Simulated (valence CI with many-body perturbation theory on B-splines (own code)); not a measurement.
Xe⁴⁹⁺: calculated level list

Computed by relativistic CI+MBPT: three valence electrons over a frozen Dirac-Fock core [He], a basis of 11 s, 11 p, 9 d, 7 f, 5 g, 2 h, 1 i functions for each j, with the one-electron correlation potential Σ1 (screened to all orders), the two-electron term Σ2, the three-electron term Σ3, Breit, model QED; selected single and double excitations, second order for the rest (own B-spline code, finite nucleus).

No measured spectrum was set against this ion. As an estimate, large intervals hold to a few tenths of a per cent, small ones and those within an open d or f shell to about a per cent.

Levels 46 to 90 of 101, with energies above the lowest level, (2s^2 2p1/2) J=1/2. "Leading %" is the weight of the configuration and term that name the level; weights of strongly mixed levels are sums over their largest components and can fall short. In the jj column 3d3/2^4 stands for four electrons in 3d with j = 3/2. Lifetimes count E1, E2, E3, M1 and M2 decay at the calculated energies, and are blank where another channel may lead or the interval is too uncertain; long ones can be off by a factor of two.

| No. | Configuration | Term | J | E (eV) | Leading % | Leading jj | Lifetime | g |
| --- | --- | --- | --- | --- | --- | --- | --- | --- |
| 46 | 2s.2p.3p | 2D | 5/2 | 5716.0 | 43 | 2s 2p3/2 3p1/2 (99 %) | 9.63 fs | 1.330 |
| 47 | 2s.2p.3s | 2P° | 1/2 | 5720.1 | 92 | 2s 2p3/2 3s (98 %) | 11.1 fs | 0.804 |
| 48 | 2s.2p.3s | 2P° | 3/2 | 5723.8 | 84 | 2s 2p3/2 3s (98 %) | 23.0 fs | 1.377 |
| 49 | 2p2.3d | 2D | 5/2 | 5730.5 | 32 | 2p1/2^2 3d5/2 (97 %) | 2.61 fs | 1.196 |
| 50 | 2s.2p.3p | 2P | 1/2 | 5776.5 | 54 | 2s 2p3/2 3p1/2 (97 %) | 10.7 fs | 1.201 |
| 51 | 2s.2p.3p | 2D | 3/2 | 5778.0 | 62 | 2s 2p3/2 3p1/2 (97 %) | 12.7 fs | 0.971 |
| 52 | 2s.2p.3p | 4D | 7/2 | 5805.4 | 100 | 2s 2p3/2 3p3/2 (100 %) | 1.87 ps | 1.414 |
| 53 | 2s.2p.3p | 2P | 3/2 | 5808.0 | 45 | 2s 2p3/2 3p3/2 (87 %) | 10.7 fs | 1.487 |
| 54 | 2s.2p.3p | 2S | 1/2 | 5819.4 | 34 | 2s 2p3/2 3p3/2 (70 %) | 6.69 fs | 1.408 |
| 55 | 2s.2p.3p | 4P | 5/2 | 5820.9 | 39 | 2s 2p3/2 3p3/2 (83 %) | 9.19 fs | 1.372 |
| 56 | 2p2.3s | 4P | 3/2 | 5835.6 | 81 | 2p1/2 2p3/2 3s (89 %) | 25.0 fs | 1.643 |
| 57 | 2p2.3s | 2D | 5/2 | 5851.0 | 44 | 2p1/2 2p3/2 3s (70 %) | 36.6 fs | 1.348 |
| 58 | 2p2.3s | 2P | 1/2 | 5852.2 | 45 | 2p1/2 2p3/2 3s (68 %) | 8.20 fs | 1.336 |
| 59 | 2s.2p.3d | 4D° | 5/2 | 5854.9 | 45 | 2s 2p3/2 3d3/2 (95 %) | 2.01 fs | 1.231 |
| 60 | 2p2.3s | 2D | 3/2 | 5855.2 | 56 | 2p1/2 2p3/2 3s (89 %) | 15.4 fs | 1.023 |
| 61 | 2s.2p.3d | 4P° | 3/2 | 5856.7 | 37 | 2s 2p3/2 3d3/2 (88 %) | 1.69 fs | 1.321 |
| 62 | 2s.2p.3d | 4P° | 1/2 | 5857.6 | 68 | 2s 2p3/2 3d3/2 (79 %) | 1.80 fs | 2.150 |
| 63 | 2s.2p.3d | 4F° | 7/2 | 5860.7 | 48 | 2s 2p3/2 3d3/2 (84 %) | 2.59 fs | 1.261 |
| 64 | 2s.2p.3d | 4F° | 9/2 | 5872.9 | 100 | 2s 2p3/2 3d5/2 (100 %) | 69.9 ps | 1.321 |
| 65 | 2s.2p.3p | 2D | 5/2 | 5879.1 | 69 | 2s 2p3/2 3p3/2 (85 %) | 12.1 fs | 1.255 |
| 66 | 2p2.3p | 4P° | 1/2 | 5880.5 | 36 | 2p1/2 2p3/2 3p1/2 (79 %) | 25.1 fs | 1.832 |
| 67 | 2p2.3p | 4D° | 3/2 | 5884.1 | 49 | 2p1/2 2p3/2 3p1/2 (85 %) | 9.49 fs | 1.187 |
| 68 | 2s.2p.3p | 2P | 3/2 | 5890.0 | 55 | 2s 2p3/2 3p3/2 (91 %) | 12.5 fs | 1.208 |
| 69 | 2s.2p.3d | 2D° | 5/2 | 5890.6 | 46 | 2s 2p3/2 3d5/2 (96 %) | 2.96 fs | 1.293 |
| 70 | 2s.2p.3p | 2S | 1/2 | 5891.0 | 63 | 2s 2p3/2 3p3/2 (98 %) | 240 fs | 1.726 |
| 71 | 2p2.3p | 2F° | 5/2 | 5892.5 | 43 | 2p1/2 2p3/2 3p1/2 (89 %) | 4.39 fs | 1.085 |
| 72 | 2s.2p.3d | 2D° | 3/2 | 5894.4 | 46 | 2s 2p3/2 3d5/2 (81 %) | 3.60 fs | 1.105 |
| 73 | 2s.2p.3d | 2F° | 7/2 | 5900.1 | 66 | 2s 2p3/2 3d5/2 (84 %) | 1.61 fs | 1.227 |
| 74 | 2s.2p.3d | 2P° | 1/2 | 5912.8 | 75 | 2s 2p3/2 3d5/2 (92 %) | 1.97 fs | 0.701 |
| 75 | 2p2.3p | 2P° | 3/2 | 5920.5 | 41 | 2p1/2 2p3/2 3p1/2 (96 %) | 5.62 fs | 1.329 |
| 76 | 2s.2p.3d | 2F° | 5/2 | 5926.3 | 65 | 2s 2p3/2 3d3/2 (93 %) | 2.91 fs | 0.943 |
| 77 | 2s.2p.3d | 2D° | 3/2 | 5928.9 | 63 | 2s 2p3/2 3d3/2 (81 %) | 2.01 fs | 0.942 |
| 78 | 2s.2p.3d | 2P° | 1/2 | 5932.9 | 88 | 2s 2p3/2 3d3/2 (93 %) | 2.48 fs | 0.616 |
| 79 | 2s.2p.3d | 2F° | 7/2 | 5945.4 | 77 | 2s 2p3/2 3d5/2 (96 %) | 6.32 fs | 1.174 |
| 80 | 2s.2p.3d | 2D° | 5/2 | 5957.7 | 65 | 2s 2p3/2 3d5/2 (96 %) | 1.61 fs | 1.141 |
| 81 | 2s.2p.3d | 2P° | 3/2 | 5960.2 | 77 | 2s 2p3/2 3d5/2 (97 %) | 2.32 fs | 1.284 |
| 82 | 2p2.3p | 4D° | 5/2 | 5983.9 | 52 | 2p1/2 2p3/2 3p3/2 (99 %) | 7.82 fs | 1.413 |
| 83 | 2p2.3p | 2P° | 1/2 | 5988.1 | 34 | 2p1/2 2p3/2 3p3/2 (98 %) | 7.65 fs | 1.619 |
| 84 | 2p2.3p | 2D° | 3/2 | 5993.5 | 51 | 2p1/2 2p3/2 3p3/2 (98 %) | 7.46 fs | 1.167 |
| 85 | 2p2.3p | 2F° | 7/2 | 6000.0 | 60 | 2p1/2 2p3/2 3p3/2 (97 %) | 8.94 fs | 1.235 |
| 86 | 2p2.3p | 2P° | 3/2 | 6009.8 | 38 | 2p1/2 2p3/2 3p3/2 (99 %) | 7.47 fs | 1.396 |
| 87 | 2p2.3p | 2D° | 5/2 | 6018.7 | 60 | 2p1/2 2p3/2 3p3/2 (98 %) | 7.52 fs | 1.181 |
| 88 | 2p2.3d | 4F | 3/2 | 6024.7 | 43 | 2p1/2 2p3/2 3d3/2 (99 %) | 7.91 fs | 0.928 |
| 89 | 2p2.3d | 4F | 5/2 | 6026.0 | 54 | 2p1/2 2p3/2 3d3/2 (98 %) | 21.4 fs | 0.965 |
| 90 | 2p2.3d | 4D | 1/2 | 6028.4 | 80 | 2p1/2 2p3/2 3d3/2 (100 %) | 15.1 fs | 0.229 |
